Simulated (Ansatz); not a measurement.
The In1–H2 bond of H5InSi (SMILES [SiH3][InH2]) is stretched (multiplicity 1, the rest rigid).
Geometry at rest (charge 0, multiplicity 1):
```xyz
7

In    -0.32667    -0.55207     0.06666
H      0.14658    -1.70442     1.27819
H     -1.69917    -0.94454    -0.92206
Si     0.98425     1.66634    -0.20679
H      0.75722     2.53070     0.98115
H      0.57859     2.43361    -1.41050
H      2.44423     1.40738    -0.29782
```

Frozen-core correlation. Filled d and f shells under p-block atoms count as core.

Codes used: Ansatz (a program for electronic structure).  In def2 rows elements past Kr take small-core potentials, without spin–orbit coupling.

Energies above the point at 1.738 Å (the B3LYP-D3(BJ) bond length), FIC-MRCISD+Q on CASSCF(2,2)/def2-TZVPP (kcal/mol): 6.29 at 1.564 Å; 2.57 at 1.912 Å; 72.73 at 5.561 Å.

Take the last value as the depth D of a Morse curve D(1 − e^(−a(R − R₀)))², fit a and R₀ to the two near points, and test it at 2.346 and 3.041 Å.


With D = 72.7, both near points (counted from the curve's value at 1.738 Å) are met by a = 1.35 Å⁻¹ and R₀ = 1.756 Å, so k = 2Da² = 264 kcal/(mol Å²). The curve then gives 21.9 and 49.2 kcal/mol; the level itself gives 22.7 and 53.5, so Morse is off by -0.8 and -4.3.
